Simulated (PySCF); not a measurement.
Indium: highly charged ions in a basis for the neutral atom

In⁸⁺ [Kr] 4d5, In⁹⁺ [Kr] 4d4. Computed with PySCF 2.14 in cc-pVDZ-PP with ECP28MDF (4s3p2d, 23 functions), with a scalar-relativistic core potential. No spin-orbit coupling, so a gap to NIST mixes the basis error with missing relativistic terms.

Changed run: basis of the neutral atom used for a highly charged ion. This setting is unsound on purpose.

```
species  method  sound run (hartree)  changed run (hartree)  converged
   In⁸⁺     UHF              not run             -169.95824        yes
   In⁸⁺    PBE0              not run             -170.46181        yes
   In⁸⁺    MN15              not run             -170.08682        yes
   In⁹⁺     UHF              not run             -163.98817        yes
   In⁹⁺    PBE0              not run             -164.47207        yes
   In⁹⁺    MN15              not run             -164.13722        yes
```

Ionisation energy of In⁸⁺:

| method | changed run (eV) | NIST (eV) |
| --- | --- | --- |
| UHF | 162.45 | 156 ± 2.2 |
| PBE0 | 162.99 | 156 ± 2.2 |
| MN15 | 161.90 | 156 ± 2.2 |

The contracted functions were made for the neutral atom and can be too rigid for a highly charged ion.
